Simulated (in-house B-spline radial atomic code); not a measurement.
Computed with a B-spline radial atomic code. Model: two electrons, singlet ground state, non-relativistic, full CI in B-splines with partial waves to l = 8 (at full coupling up to 3e-4 hartree above the limit, correlation up to 0.6 % small), density held at that of full coupling by Lieb maximisation.

Along the adiabatic connection the electron repulsion is scaled by a coupling λ while a local potential keeps the density fixed. At λ = 0 the system is the Kohn-Sham one and W equals the exchange energy; the exchange-correlation energy is the area under W between 0 and 1. The kinetic energy rises with λ as the electrons avoid each other, with dT/dλ = −λ dW/dλ.

Command:
```bash
python run_ac.py task.json out
```
Settings (lengths in bohr, energies in hartree):
```
potential              coulomb
strength               1.1
lmax                   8
wall_radius            0.91
```

Cost of the run: 1.6 s on 1 thread of Intel(R) Xeon(R) Processor @ 2.30GHz, with other jobs on the host.

**W = mean repulsion less Hartree energy, and W of three functionals.**

Given: confinement point charge; nuclear charge 1.1; hard wall radius 0.91 bohr; external potential -Z/r.

Computed: LDA exchange minus exact 288.6 millihartree; PBE exchange minus exact 92.689 millihartree.

| coupling | W xc (hartree) | W xc minus exchange (millihartree) | kinetic minus Kohn-Sham (millihartree) | LDA (PW92) W minus its exchange (millihartree) | PBE W minus its exchange (millihartree) | SCAN W minus its exchange (millihartree) |
| --- | --- | --- | --- | --- | --- | --- |
| 0 | -2.0583 | 0 | 0 | 0 | 0 | 0 |
| 0.02 | -2.0604 | -2.074 | 0 | -13.79 | -3.33 | -1.95 |
| 0.05 | -2.0635 | -5.167 | 0.1 | -28.92 | -8.27 | -4.83 |
| 0.12 | -2.0706 | -12.296 | 0.7 | -57 | -19.52 | -11.41 |
| 0.25 | -2.0835 | -25.222 | 3.1 | -97.91 | -39.36 | -23.24 |
| 0.4 | -2.098 | -39.644 | 7.8 | -136.26 | -60.72 | -36.35 |
| 0.6 | -2.1164 | -58.091 | 17 | -179.14 | -87.07 | -53.08 |
| 0.8 | -2.134 | -75.689 | 29.3 | -215.98 | -111.38 | -69.03 |
| 1 | -2.1508 | -92.488 | 44.4 | -248.58 | -133.98 | -84.3 |
| 1.4 | ? | ? | ? | ? | ? | ? |
| 2 | ? | ? | ? | ? | ? | ? |
| 3 | -2.2836 | -225.29 | 300.5 | -464.62 | -301.73 | -208.4 |
| 4.5 | -2.3533 | -295.01 | 559.6 | -565.89 | -387.66 | -277.67 |
| 7 | -2.436 | -377.71 | 1028.2 | -684.51 | -492.11 | -364.98 |
| 10 | -2.5029 | -444.56 | 1589.9 | -782.64 | -580.81 | -440.02 |

What belongs in the row 1.4?

W xc (hartree): -2.1822; W xc minus exchange (millihartree): -123.86; kinetic minus Kohn-Sham (millihartree): 82; LDA (PW92) W minus its exchange (millihartree): -304.85; PBE W minus its exchange (millihartree): -174.99; SCAN W minus its exchange (millihartree): -112.97.

What belongs in the row 2?

W xc (hartree): -2.2243; W xc minus exchange (millihartree): -165.99; kinetic minus Kohn-Sham (millihartree): 153.3; LDA (PW92) W minus its exchange (millihartree): -374.13; PBE W minus its exchange (millihartree): -228.34; SCAN W minus its exchange (millihartree): -151.99.

What is the SCAN exchange minus exact?

-5.4459 millihartree.

**Energy parts, natural occupations and partial-wave weights.**

Computed: total energy 7.7575 hartree; correlation energy -0.048067 hartree; kinetic part of the DFT correlation energy 0.044421 hartree; kinetic part over minus potential part 0.48029; Hartree energy 4.1166 hartree; Kohn-Sham kinetic 12.115 hartree; Lieb Oxford ratio E_xc over LDA exchange 1.1902.

| natural | occupation of the shell (electrons) |
| --- | --- |
| s | 1.9951 |
| p | ? |
| d | 0.00020857 |
| s | 0.00019776 |
| p | 3.188e-05 |
| f | 2.8072e-05 |

What belongs in the row p?

occupation of the shell (electrons): 0.0044536.

```json
{"wave": "s", "weight": "0.99763"}
{"wave": "p", "weight": "?"}
{"wave": "d", "weight": "0.00010812"}
{"wave": "f", "weight": "1.5131e-05"}
{"wave": "g", "weight": "3.5131e-06"}
```

What belongs in the row p?

weight: 0.0022436.

What is the exchange energy?

-2.0583 hartree.

What is the initial slope twice GL2?

-0.10398 hartree.

Half-way to full coupling W has made 53 % of its drop, against 50 % for a straight line, and second-order (GL2) theory, half the initial slope, overshoots the correlation energy by about 8 %: a moderate bend, as in light atoms. Over couplings 0 to 1 the errors in E_xc come to about +188 millihartree for LDA, +69 millihartree for PBE, -1.3 millihartree for SCAN, so SCAN is nearest. In LDA and PBE and SCAN the errors of exchange and correlation have opposite signs, so the sum is smaller than the larger of the two.
